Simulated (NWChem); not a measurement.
System: CH3F3Ge; SMILES F[C](F)(F)[GeH3]

```xyz
8

Ge     0.0012     1.1384     0.0010
C     -0.0008    -0.8643    -0.0009
F      0.3268    -1.3661     1.2131
F      0.8864    -1.3648    -0.8926
F     -1.2170    -1.3633    -0.3244
H     -1.0363     1.6053     1.0397
H     -0.3786     1.6072    -1.4163
H      1.4196     1.6035     0.3814
```
Atoms are numbered in this order, from 1.

Level: B3LYP/6-31G* (spherical d) (NWChem), optimised geometry, unscaled harmonic frequencies. 

```csv
frequency (cm⁻¹),IR intensity (km/mol)
105,0.0
204,0.6
204,0.6
303,13.4
487,9.8
487,9.8
584,26.4
584,26.4
722,3.4
809,138.6
868,19.2
868,19.2
1159,202.8
1159,202.8
1193,219.3
2140,31.4
2161,121.6
2161,121.6
```

| Property | Value |
|---|---|
| zero-point energy | 23.1 kcal/mol |
| thermal correction to the enthalpy at 298.15 K (with zero-point energy) | 27.7 kcal/mol |
| heat capacity Cv | 21.1 cal/(mol K) |
| entropy at 298.15 K and 1 atm (symmetry number 3) | 78.1 cal/(mol K) |
| dipole moment | 1.81 D |

Rigid rotor and harmonic oscillator.
